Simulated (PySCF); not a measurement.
CH₄O₂Te, SMILES [Te](OC)O (B3LYP/def2-SVP optimised geometry):

```
8

Te    -1.710    -1.142     0.000
O     -2.045     0.835     0.000
H     -1.966     1.142     0.917
O      0.292    -1.142     0.000
C      0.968    -0.831    -1.207
H      0.811     0.220    -1.510
H      2.045    -0.979    -1.018
H      0.667    -1.484    -2.047
```

Calculation: B3LYP/def2-TZVP, def2 effective core potentials past Kr (PySCF 2.14.0).

Problem. What are the frontier orbital energies and the dipole moment?

Solution. HOMO-2 -8.42 eV, HOMO-1 -7.97 eV, HOMO -6.06 eV, LUMO -1.95 eV, LUMO+1 -1.59 eV; dipole moment 0.63 D.

On the same geometry PySCF 2.14.0 with PBE/def2-TZVP, def2 effective core potentials past Kr gives HOMO-2 -7.20 eV, HOMO-1 -6.68 eV, HOMO -5.11 eV, LUMO -2.53 eV, LUMO+1 -2.21 eV; dipole moment 0.44 D.
